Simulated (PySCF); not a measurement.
Two-component Hartree-Fock for Ir (iridium, neutral)

Start: [Xe] 4f14 5d7 6s2; 5d3/2 filled at m_j = +1/2, +3/2; 5d5/2 filled at m_j = -3/2, -1/2, +1/2, +3/2, +5/2. Calculated with PySCF 2.14 in x2c-TZVPall-2c with one added diffuse shell each of s, p, d type (12s12p11d2f, 117 functions): generalised Hartree-Fock with the X2C-1e Hamiltonian and a Gaussian nucleus; spin-orbit coupling (SO) screened by Boettger's factors. This is a chosen level, not necessarily the ground level.

```tsv
spinor shell	electrons	ε, screened SO (eV)	weight of nominal j (screened SO)	rms radius, screened SO (bohr)
1s1/2	2	-76507.9	1.000	0.0197
2s1/2	2	-13528.3	1.000	0.0795
2p1/2	2	-12936.7	1.000	0.0675
2p3/2	4	-11303.4	1.000	0.0752
3s1/2	2	-3229.5	1.000	0.203
3p1/2	2	-2965.1	1.000	0.195
3p3/2	4	-2601.8	1.000	0.210
3d3/2	4	-2165.5	1.000	0.185
3d5/2	6	-2087.3	1.000	0.189
4s1/2	2	-723.74	1.000	0.450
4p1/2	2	-611.05	1.000	0.456
4p3/2	4	-523.94	1.000	0.490
4d3/2	4	-338.95	1.000	0.507
4d5/2	6	-322.00	1.000	0.519
5s1/2	2	-115.34	1.000	1.05
4f5/2	6	-84.065	0.996	0.586
4f7/2	8	-80.792	0.997	0.587
5p1/2	2	-78.601	0.985	1.16
5p3/2	4	-62.399	0.993	1.25
5d3/2	2	-14.137	0.580	1.80
5d5/2	5	-13.040	0.477	1.83
6s1/2	2	-8.091	0.995	3.34
```

```csv
quantity,screened SO
E (hartree),-17839.02009
M_J,9/2
⟨J²⟩,24.773
⟨L²⟩,13.025
⟨S²⟩,3.600
```

Each row is a mean over spinors that exchange with the open shell spreads, by up to 7.069 eV (5p3/2).

Rows whose weight is well below 1 are mixtures of j = l ± 1/2: exchange outweighs spin-orbit coupling there, and the label is only the starting occupation.

Breit and QED terms are absent; they matter most for the inner s and p1/2 levels.

Densities and radii are taken from the X2C orbitals without a picture-change correction, which distorts them close to the nucleus.
